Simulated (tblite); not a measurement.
C₆H₁₃NO₂Si.
SMILES with atom numbers: `[CH3:1][CH2:2][CH2:3][O:4][Si@@:5]([CH3:6])([C:7]#[N:8])[O:9][CH3:10]` (hydrogens: H11, H12, H13 on C1; H14, H15 on C2; H16, H17 on C3; H18, H19, H20 on C6; H21, H22, H23 on C10)

The geometry is computed with GFN2-xTB (gas phase).

Give the optimised bond lengths and angles.

```
                     bond  length (pm)
                    C1–C2        152.3
                    C2–C3        152.6
                    C3–O4        140.1
                   O4–Si5        160.9
                   Si5–C6        190.3
                   Si5–C7        188.7
                    C7≡N8        114.6
                   Si5–O9        161.5
                   O9–C10        139.5
   C1–H11, C1–H12, C1–H13        108.7
                   C2–H14        109.1
                   C2–H15        109.1
                   C3–H16        109.6
                   C3–H17        109.7
   C6–H18, C6–H19, C6–H20        108.7
C10–H21, C10–H22, C10–H23        109.2
```

Bonds in one row agree within 1 pm and their mean is given. A selection of angles:
```
     angle  degrees
  C1–C2–C3    111.5
  C2–C3–O4    109.7
 C3–O4–Si5    128.9
 O4–Si5–C6    115.3
 O4–Si5–C7    110.9
 O4–Si5–O9     99.5
 C6–Si5–C7    105.7
 C6–Si5–O9    115.3
 C7–Si5–O9    110.3
 Si5–C7–N8    179.8
Si5–O9–C10    127.8
```

Torsions: C1–C2–C3–O4 -68° (synclinal); C2–C3–O4–Si5 159° (antiperiplanar); C3–O4–Si5–C6 -55° (synclinal); O4–Si5–O9–C10 -176° (antiperiplanar).

Si5 (oxygen-bound silicon) is distorted tetrahedral (angles from 99.5° to 115.3°). Of the pairs four or more bonds apart, O4···H11 is among the closest relative to their van der Waals radii: 2.65 Å, 97 % of the sum of Bondi's values. O9 (silyl ether oxygen) is bent (angle 127.8°).

Point group: C1 (no symmetry element, even within 0.4 Å). Its lowest GFN2-xTB frequency is 14i cm⁻¹, too small to tell a flat minimum from a shallow saddle. One conformer, not necessarily the lowest.
